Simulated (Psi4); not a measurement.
HfI4 (SMILES [I][Hf]([I])([I])[I]), singlet, at a GFN2-xTB geometry (such geometries of metal compounds can be far from the true shape) (core potentials on Hf, I); CAM-B3LYP/def2-SVP (Psi4).

Psi4 was given this input:
```
memory 2 GB

molecule mol {
0 1
  Hf   -0.000000    0.000000   -0.000000
  I     2.157879   -0.675484   -1.607777
  I     0.880071    0.432523    2.595394
  I    -1.188808    2.311308   -0.970699
  I    -1.849142   -2.068347   -0.016917
}

set basis def2-svp
set reference rks
set scf_type disk_df

energy('cam-b3lyp')
print_variables()
```

The log (banner, timings and long lists left out):

```
   => Loading Basis Set <=

    Name: DEF2-SVP
    Role: ORBITAL
    Keyword: BASIS

    !!!  WARNING: ECP capability is in beta. Please check occupations closely.  !!!

         ---------------------------------------------------------
                                   SCF
               by Justin Turney, Rob Parrish, Andy Simmonett
                          and Daniel G. A. Smith
                              RKS Reference
         ---------------------------------------------------------

  ==> Geometry <==

    Molecular point group: c1
    Full point group: C1

    Geometry (in Angstrom), charge = 0, multiplicity = 1:

       Center              X                  Y                   Z               Mass
    ------------   -----------------  -----------------  -----------------  -----------------
         HF          -0.000000000000     0.000000000000    -0.000000184571   179.946557000000
         I            2.157879000000    -0.675484000000    -1.607777184571   126.904471900000
         I            0.880071000000     0.432523000000     2.595393815429   126.904471900000
         I           -1.188808000000     2.311308000000    -0.970699184571   126.904471900000
         I           -1.849142000000    -2.068347000000    -0.016917184571   126.904471900000

  Running in c1 symmetry.

  Rotational constants: A =      0.00647  B =      0.00647  C =      0.00647 [cm^-1]
  Rotational constants: A =    194.00476  B =    194.00474  C =    194.00468 [MHz]
  Nuclear repulsion =  666.871583565972855

  Charge       = 0
  Multiplicity = 1
  Electrons    = 112
  Nalpha       = 56
  Nbeta        = 56

  ==> Algorithm <==

  SCF Algorithm Type is DISK_DF.
  DIIS enabled.
  MOM disabled.
  Fractional occupation disabled.
  Guess Type is SAD.
  Energy threshold   = 1.00e-06
  Density threshold  = 1.00e-06
  Integral threshold = 1.00e-12

  ==> Primary Basis <==

  Basis Set: DEF2-SVP
    Blend: DEF2-SVP
    Number of shells: 52
    Number of basis functions: 136
    Number of Cartesian functions: 149
    Spherical Harmonics?: true
    Max angular momentum: 3

  Core potential: DEF2-SVP
    Number of shells: 20
    Number of ECP primitives: 126
    Number of ECP core electrons: 172
    Max angular momentum: 3

  ==> DFT Potential <==

   => LibXC <=

    Version 7.1.2
    S. Lehtola, C. Steigemann, M. J. T. Oliveira, and M. A. L. Marques,  SoftwareX 7, 1–5 (2018) (10.1016/j.softx.2017.11.002)

   => Composite Functional: CAM-B3LYP <=

    CAM-B3LYP Hyb-GGA Exchange-Correlation Functional

    T. Yanai, D. P. Tew, and N. C. Handy,  Chem. Phys. Lett. 393, 51 (2004) (10.1016/j.cplett.2004.06.011)

    Deriv               =              1
    GGA                 =           TRUE
    Meta                =          FALSE

    Exchange Hybrid     =           TRUE
    MP2 Hybrid          =          FALSE

   => Exchange Functionals <=

    0.3500         Becke 88 [omega = 0.3300]
    0.4600   Short-range recipe for B88 functional - erf [omega = 0.3300]

   => Exact (HF) Exchange <=

    0.4600            HF,LR [omega = 0.3300]
    0.1900               HF

   => Correlation Functionals <=

    0.1900   Vosko, Wilk & Nusair (VWN5)
    0.8100   Lee, Yang & Parr

   => LibXC Density Thresholds  <==

    XC_HYB_GGA_XC_CAM_B3LYP:  1.00E-14

   => Molecular Quadrature <=

    Radial Scheme          =       TREUTLER
    Pruning Scheme         =           NONE
    Nuclear Scheme         =       TREUTLER

    Blocking Scheme        =         OCTREE
    BS radius alpha        =              1
    Pruning alpha          =              1
    Radial Points          =             75
    Spherical Points       =            302
    Total Points           =         107155
    Total Blocks           =            946
    Max Points             =            256
    Max Functions          =            126
    Weights Tolerance      =       1.00E-15

   => Loading Basis Set <=

    Name: (DEF2-SVP AUX)
    Role: JKFIT
    Keyword: DF_BASIS_SCF

  ==> Integral Setup <==

  ==> DiskDFJK: Density-Fitted J/K Matrices <==

    J tasked:                  Yes
    K tasked:                  Yes
    wK tasked:                 Yes
    Omega:               3.300E-01
    Integrals threads:           1
    Algorithm:                Core
    Integral Cache:           NONE
    Schwarz Cutoff:          1E-12
    Fitting Condition:       1E-10

   => Auxiliary Basis Set <=

  Basis Set: (DEF2-SVP AUX)
    Blend: DEF2-UNIVERSAL-JKFIT
    Number of shells: 229
    Number of basis functions: 1099
    Number of Cartesian functions: 1577
    Spherical Harmonics?: true
    Max angular momentum: 6

  Minimum eigenvalue in the overlap matrix is 1.0220679598E-02.
  Reciprocal condition number of the overlap matrix is 2.4847337403E-03.
    Using symmetric orthogonalization.

  ==> Pre-Iterations <==

  SCF Guess: Superposition of Atomic Densities via on-the-fly atomic UHF (no occupation information).

   -------------------------
    Irrep   Nso     Nmo
   -------------------------
     A        136     136
   -------------------------
    Total     136     136
   -------------------------

  ==> Iterations <==

                           Total Energy        Delta E     RMS |[F,P]|

   @DF-RKS iter SAD: -1226.43958942361587   -1.22644e+03   0.00000e+00
   @DF-RKS iter   1: -1238.39902787229335   -1.19594e+01   7.31523e-03 ADIIS/DIIS
   @DF-RKS iter   2: -1236.50584816732703    1.89318e+00   1.65424e-02 ADIIS/DIIS
   @DF-RKS iter   3: -1238.95474314406283   -2.44889e+00   2.80077e-03 ADIIS/DIIS
   @DF-RKS iter   4: -1239.02515919798157   -7.04161e-02   1.05794e-03 ADIIS/DIIS
   @DF-RKS iter   5: -1239.03934908536894   -1.41899e-02   8.09732e-05 DIIS
   @DF-RKS iter   6: -1239.03945460073214   -1.05515e-04   1.53982e-05 DIIS
   @DF-RKS iter   7: -1239.03946628828271   -1.16876e-05   4.03045e-06 DIIS
   @DF-RKS iter   8: -1239.03946710663490   -8.18352e-07   2.00176e-06 DIIS
   @DF-RKS iter   9: -1239.03946720793238   -1.01297e-07   5.62181e-07 DIIS
  Energy and wave function converged.

  ==> Post-Iterations <==

   Electrons on quadrature grid:
      Ntotal   =  112.0000165907 ; deviation = 1.659e-05

    Orbital Energies [Eh]
    ---------------------

    Doubly Occupied:

[...]
    Virtual:

[...]
    Final Occupation by Irrep:
              A
    DOCC [    56 ]
    NA   [    56 ]
    NB   [    56 ]

  @DF-RKS Final Energy: -1239.03946720793238

   => Energetics <=

    Nuclear Repulsion Energy =            666.8715835659728555
    One-Electron Energy =               -3482.5219615494488608
    Two-Electron Energy =                1645.4676692061834729
    DFT Exchange-Correlation Energy =     -68.8567584306397720
    Empirical Dispersion Energy =           0.0000000000000000
    VV10 Nonlocal Energy =                  0.0000000000000000
    Total Energy =                      -1239.0394672079323755

Computation Completed

Properties will be evaluated at   0.000000,   0.000000,   0.000000 [a0]

Properties computed using the SCF density matrix

 Multipole Moments:

 ------------------------------------------------------------------------------------
     Multipole            Electronic (a.u.)      Nuclear  (a.u.)        Total (a.u.)
 ------------------------------------------------------------------------------------

 L = 1.  Multiply by 2.5417464519 to convert [e a0] to [Debye]
 Dipole X            :         -0.0000232           -0.0000000           -0.0000232
 Dipole Y            :         -0.0000863            0.0000000           -0.0000863
 Dipole Z            :          0.0000179            0.0000082            0.0000261
 Magnitude           :                                                    0.0000931

 ------------------------------------------------------------------------------------

  Variable Map:
  ----------------------------------------------------------------------------
[...]
  Array Variable Map:
  ----------------------------------------------------------------------------
[...]
[...]
```
